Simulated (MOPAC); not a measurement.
MOPAC input (PM7):

```
PM7 PRECISE GNORM=0.05 LET XYZ CHARGE=-1 GEO-OK AUX(PRECISION=9) THREADS=1
H2BF2Si

F     1.36554000 1   -0.93832800 1    0.27872000 1
B     0.44923500 1    0.06271900 1    0.14064800 1
F     1.07280900 1    1.27282200 1    0.22770500 1
Si   -1.44899700 1   -0.20186000 1   -0.43470000 1
H    -1.80048000 1   -1.39861600 1    0.43889300 1
H    -2.10487300 1    0.90062000 1    0.38584600 1
```

Output:

```
 *******************************************************************************
 **                                                                           **
 **                              MOPAC v23.2.5                                **
 **                                                                           **
 *******************************************************************************
 ** MOPAC's Digital Object Identifier: https://doi.org/10.5281/zenodo.6511958 **
 **                                                                           **
 ** Please cite the open-source release paper for use of this MOPAC version:  **
 ** J. E. Moussa and J. J. P. Stewart (2026)                                  **
 ** MOPAC: An open-source semiempirical molecular orbital program             **
 ** J. Open Source Softw., 11(119), 8025, https://doi.org/10.21105/joss.08025 **
 *******************************************************************************

                              PM7 CALCULATION RESULTS

 *******************************************************************************
 *  PM7        - The PM7 Hamiltonian to be used
 *  GEO-OK     - OVERRIDE INTERATOMIC DISTANCE AND OTHER SAFETY CHECKS
 *
 *
 *
 *                 CHARGE ON SYSTEM = -1
 *
 *
 *
 *  LET        - OVERRIDE SOME SAFETY CHECKS
 *  PRECISE    - TIGHTER CRITERIA TO BE USED
 *  XYZ        - CARTESIAN COORDINATE SYSTEM TO BE USED
 *  GNORM      - EXIT WHEN GRADIENT NORM DROPS BELOW 0.050
 *  AUX        - OUTPUT AUXILIARY INFORMATION
 *******************************************************************************
PM7 PRECISE GNORM=0.05 LET XYZ CHARGE=-1 GEO-OK AUX(PRECISION=9) THREADS=1
 H2BF2Si

   ATOM   CHEMICAL          X               Y               Z
  NUMBER   SYMBOL      (ANGSTROMS)     (ANGSTROMS)     (ANGSTROMS)

     1       F          1.36554000  *  -0.93832800  *   0.27872000  *
     2       B          0.44923500  *   0.06271900  *   0.14064800  *
     3       F          1.07280900  *   1.27282200  *   0.22770500  *
     4      Si         -1.44899700  *  -0.20186000  *  -0.43470000  *
     5       H         -1.80048000  *  -1.39861600  *   0.43889300  *
     6       H         -2.10487300  *   0.90062000  *   0.38584600  *

          CARTESIAN COORDINATES

    NO.       ATOM           X           Y           Z

     1         F          1.3655     -0.9383      0.2787
     2         B          0.4492      0.0627      0.1406
     3         F          1.0728      1.2728      0.2277
     4        Si         -1.4490     -0.2019     -0.4347
     5         H         -1.8005     -1.3986      0.4389
     6         H         -2.1049      0.9006      0.3858

 General Reference for PM7:
 "Optimization of Parameters for Semiempirical Methods VI: More Modifications to the
 NDDO Approximations and Re-optimization of Parameters", J. J. P. Stewart, J. Mol. Mod., 1:32, 19 (2013)
 https://link.springer.com/article/10.1007/s00894-012-1667-x

           Empirical Formula: H2 F2 B Si  =     6 atoms

      MOLECULAR POINT GROUP   :   Cs

      RHF CALCULATION, NO. OF DOUBLY OCCUPIED LEVELS = 12

          Geometry optimization using EF

          DIAGONAL MATRIX USED AS START HESSIAN

 CYCLE:     1  GRAD.:   118.846 HEAT: -169.6179
 CYCLE:     2  GRAD.:    93.426 HEAT: -181.0331
 CYCLE:     3  GRAD.:   140.800 HEAT: -183.3433
 CYCLE:     4  GRAD.:    71.327 HEAT: -192.5236
 CYCLE:     5  GRAD.:    68.220 HEAT: -195.8969
 CYCLE:     6  GRAD.:    41.652 HEAT: -200.1119
 CYCLE:     7  GRAD.:    24.251 HEAT: -201.2723
 CYCLE:     8  GRAD.:     8.465 HEAT: -201.6489
 CYCLE:     9  GRAD.:     9.880 HEAT: -201.7359
 CYCLE:    10  GRAD.:    46.520 HEAT: -201.0162
 CYCLE:    11  GRAD.:     0.964 HEAT: -201.7709
 CYCLE:    12  GRAD.:     0.323 HEAT: -201.7713
 CYCLE:    13  GRAD.:     0.255 HEAT: -201.7714
 CYCLE:    14  GRAD.:     0.332 HEAT: -201.7714
 CYCLE:    15  GRAD.:     0.015 HEAT: -201.7714

     GRADIENT =  0.01521 IS LESS THAN CUTOFF =  0.05000

 -------------------------------------------------------------------------------
 PM7 PRECISE GNORM=0.05 LET XYZ CHARGE=-1 GEO-OK AUX(PRECISION=9) THREADS=1
 H2BF2Si

     GEOMETRY OPTIMISED USING EIGENVECTOR FOLLOWING (EF).
     SCF FIELD WAS ACHIEVED

                              PM7 CALCULATION
                                                       MOPAC v23.2.5 Linux

          FINAL HEAT OF FORMATION =       -201.77143 KCAL/MOL =    -844.21164 KJ/MOL

          COSMO AREA              =        110.41 SQUARE ANGSTROMS
          COSMO VOLUME            =         98.25 CUBIC ANGSTROMS

          GRADIENT NORM           =          0.01521          =       0.00621 PER ATOM
          IONIZATION POTENTIAL    =          2.741565 EV
          HOMO LUMO ENERGIES (EV) =         -2.742  4.655
          NO. OF FILLED LEVELS    =         12
          MOLECULAR WEIGHT        =         78.9081         POINT GROUP:  C2v

          MOLECULAR DIMENSIONS (Angstroms)

            Atom       Atom       Distance
            H     5    F     3     4.14649
            H     6    F     1     3.85184
            H     6   Si     4     0.00009

          SCF CALCULATIONS        =         16

   ATOM   CHEMICAL          X               Y               Z
  NUMBER   SYMBOL      (ANGSTROMS)     (ANGSTROMS)     (ANGSTROMS)

     1       F          1.37456124  *  -0.91702329  *   0.24007761  *
     2       B          0.46966255  *   0.06491721  *   0.11819535  *
     3       F          1.08731359  *   1.25288213  *   0.18999103  *
     4      Si         -1.40872810  *  -0.18929024  *  -0.12065480  *
     5       H         -1.98179732  *  -1.50985396  *  -0.18584269  *
     6       H         -2.30516462  *   0.93238054  *  -0.24214922  *

                             CARTESIAN COORDINATES

   1    F        1.374561241    -0.917023287     0.240077607
   2    B        0.469662549     0.064917207     0.118195348
   3    F        1.087313587     1.252882131     0.189991031
   4   Si       -1.408728096    -0.189290242    -0.120654804
   5    H       -1.981797319    -1.509853961    -0.185842691
   6    H       -2.305164619     0.932380539    -0.242149220

           Empirical Formula: H2 F2 B Si  =     6 atoms

      MOLECULAR POINT GROUP   :   C2v

                  EIGENVALUES
 -35.05067 -34.90569 -12.77723 -11.75090 -11.46257 -11.26073 -10.16425  -9.82107
  -9.39709  -6.60648  -5.35067  -2.74156   4.65454   7.40105   7.62184   8.80298
   9.37237  13.79492  25.83486  26.03845  26.23791  26.68875  27.05459

              NET ATOMIC CHARGES AND DIPOLE CONTRIBUTIONS

  ATOM NO.   TYPE          CHARGE      No. of ELECS.   s-Pop       p-Pop       d-Pop
    1          F          -0.358582        7.3586     1.94435     5.41424
    2          B           0.312207        2.6878     0.86566     1.82213
    3          F          -0.358584        7.3586     1.94435     5.41424
    4         Si          -0.463004        4.4630     0.76987     3.61573     0.07740
    5          H          -0.066019        1.0660     1.06602
    6          H          -0.066018        1.0660     1.06602
 DIPOLE           X         Y         Z       TOTAL
 POINT-CHG.     1.441     0.195     0.183     1.466
 HYBRID         2.041     0.276     0.260     2.076
 SUM            3.482     0.471     0.443     3.542

          ATOMIC ORBITAL ELECTRON POPULATIONS

     Atom    s        px        py        pz      x^2-y^2     xz        z^2       yz        xy
    1  F   1.94435   1.76070   1.74381   1.90973
    2  B   0.86566   0.95211   0.51857   0.35145
    3  F   1.94435   1.86976   1.63233   1.91215
    4 Si   0.76987   0.85237   0.94877   1.81460   0.02228   0.00339   0.01542   0.00072   0.03559
    5  H   1.06602
    6  H   1.06602

 **********************
 *                    *
 * JOB ENDED NORMALLY *
 *                    *
 **********************

 == MOPAC DONE ==
```

The dipole moment of an ion depends on the origin.

The geometry given is a B3LYP-D3(BJ)/def2-TZVP minimum.
